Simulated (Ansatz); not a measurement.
Coupled-cluster run, `CC(=O)[Te][SiH3]`.

```yaml
crystal:
  periodic: [false, false, false]
  atoms:
    - {symbol: C, position_ang: [1.103808, 0.402916, -0.966831]}
    - {symbol: C, position_ang: [-0.112016, -0.049532, -1.714215]}
    - {symbol: O, position_ang: [-0.212061, -0.087491, -2.898470]}
    - {symbol: Te, position_ang: [-1.832677, -0.688224, -0.520829]}
    - {symbol: Si, position_ang: [-0.893303, -0.339088, 1.760928]}
    - {symbol: H, position_ang: [0.847811, 1.249298, -0.325185]}
    - {symbol: H, position_ang: [1.880805, 0.691238, -1.675885]}
    - {symbol: H, position_ang: [1.462542, -0.404472, -0.324105]}
    - {symbol: H, position_ang: [-1.964739, -0.735852, 2.708298]}
    - {symbol: H, position_ang: [-0.526378, 1.083013, 1.988266]}
    - {symbol: H, position_ang: [0.311605, -1.178703, 1.988826]}
basis:
  gaussian: {orbitals: def2-TZVPP}
correlation: {method: ccsd_t}
```

```sh
$ ansatz run in.yaml --threads 4 --pin off --events-out ev --progress --plain --max-ram 10444MiB
```

Log, shortened:

```
Functional definition: HF
1766 factors; integrals over basis functions are off by at most 1.1e-3 eV
mean field evaluation 1: about -19318.3828 eV, gradient 4.0e1 eV
mean field evaluation 2: about -19318.6910 eV, gradient 4.0e1 eV
mean field evaluation 4: about -19322.7799 eV, gradient 5.4e0 eV
mean field evaluation 8: about -19322.9210 eV, gradient 7.0e-1 eV
mean field evaluation 16: about -19322.9258 eV, gradient 1.3e-6 eV
mean field -19322.92582165 eV, -710.1044263960 hartree, gradient 1.4e-6 eV, S^2 0.000000; 0 other end points of the search recorded, 0 dependent functions left out
12 core orbitals not correlated: weight in the atoms' cores, before any rotation towards them, 1.000 or more for the frozen orbitals, at most 0.000 for the correlated occupied ones
reference -19322.92582165 eV, -710.1044263960 hartree; 20, 20 occupied and 237, 237 virtual orbitals, 1766 factors
second order -31.46515991 eV of doubles, -0.00000000 eV of singles
cycle   1  -30.64999128 eV  change    8.2e-1 eV  update   1.4e-1
cycle   2  -31.50606655 eV  change   -8.6e-1 eV  update   4.8e-2
cycle   3  -31.72415258 eV  change   -2.2e-1 eV  update   2.6e-2
cycle   4  -31.69980759 eV  change    2.4e-2 eV  update   8.0e-3
cycle   5  -31.69141664 eV  change    8.4e-3 eV  update   4.4e-3
cycle   6  -31.69499707 eV  change   -3.6e-3 eV  update   1.8e-3
cycle   7  -31.69483530 eV  change    1.6e-4 eV  update   8.3e-4
cycle   8  -31.69423367 eV  change    6.0e-4 eV  update   3.3e-4
cycle   9  -31.69437863 eV  change   -1.4e-4 eV  update   1.2e-4
cycle  10  -31.69450975 eV  change   -1.3e-4 eV  update   5.3e-5
cycle  11  -31.69441276 eV  change    9.7e-5 eV  update   2.1e-5
cycle  12  -31.69442923 eV  change   -1.6e-5 eV  update   8.8e-6
perturbative correction -1.19769797 eV, -0.0440145887 hartree
Total energy: -19355.81794885 eV, -711.3131897757 hartree
```

Hardware: 4 threads of an Arm Neoverse V2 on a shared host. Wall time 5.8 min, peak host memory 7.6 GiB.

The correlation energy is -32.892 eV, 3.6 % of it from (T); the T1 diagnostic reads 0.0148.
